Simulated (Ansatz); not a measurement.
Born–Oppenheimer molecular dynamics of C2H8AlFO (13 atoms, charge 0, multiplicity 1). It starts from a rough guess of a transition structure, not a stationary point.

Level of theory: UKS PBE0-D4/6-31G in Ansatz 0.2.0.

| Item | Value |
| --- | --- |
| ensemble | NVE (velocity Verlet) |
| time step | 0.5 fs |
| steps asked | 150 |
| starting velocities drawn for | 600 K |
| seed | 209344 |

First frame:

```xyz
13
Properties=species:S:1:pos:R:3
Al -0.456 0.362 0.218
F -1.337 -0.279 -1.589
C 0.780 1.876 -0.065
O -1.544 0.174 1.429
H -0.542 -0.958 -0.975
C 0.383 -1.717 -0.255
H 0.229 2.797 -0.267
H 1.420 2.074 0.796
H 1.429 1.701 -0.924
H -2.229 0.078 2.072
H 0.977 -1.548 0.653
H -0.210 -2.609 -0.054
H 1.101 -1.951 -1.039
```

(1) How far do the bonds stretch over the last three quarters of this one trajectory? (Pairs bonded in most of those frames.)

Answers

(1) 
| bond | mean (Å) | spread (Å) | shortest | longest |
| --- | --- | --- | --- | --- |
| Al1–F2 | 1.738 | 0.118 | 1.54 | 1.93 |
| Al1–C3 | 1.995 | 0.138 | 1.82 | 2.28 |
| Al1–O4 | 1.720 | 0.043 | 1.66 | 1.79 |
| C3–H7 | 1.113 | 0.055 | 1.02 | 1.19 |
| C3–H8 | 1.100 | 0.025 | 1.05 | 1.14 |
| C3–H9 | 1.097 | 0.023 | 1.06 | 1.15 |
| O4–H10 | 0.967 | 0.035 | 0.91 | 1.03 |
| H5–C6 | 1.118 | 0.095 | 0.97 | 1.26 |
| C6–H11 | 1.106 | 0.039 | 1.04 | 1.17 |
| C6–H12 | 1.098 | 0.016 | 1.07 | 1.14 |
| C6–H13 | 1.107 | 0.042 | 1.03 | 1.19 |

Mean temperature of the second half: 1313 K. The conserved energy stayed within 0.58 meV per atom of its start (net change 0.2 meV per atom), so the integration is sound. The system heated up, since it started high on the potential surface and ran downhill. A run of 0.075 ps of so small a system gives no equilibrium averages. The orbitals stay closed-shell, which can raise the energy where a bond breaks towards radicals; this wasn't checked here. Limits of this set-up: no polarisation functions.

Run time: 13 min on 1 thread of Arm Neoverse V2, on a shared host, peak memory 0.2 GiB.
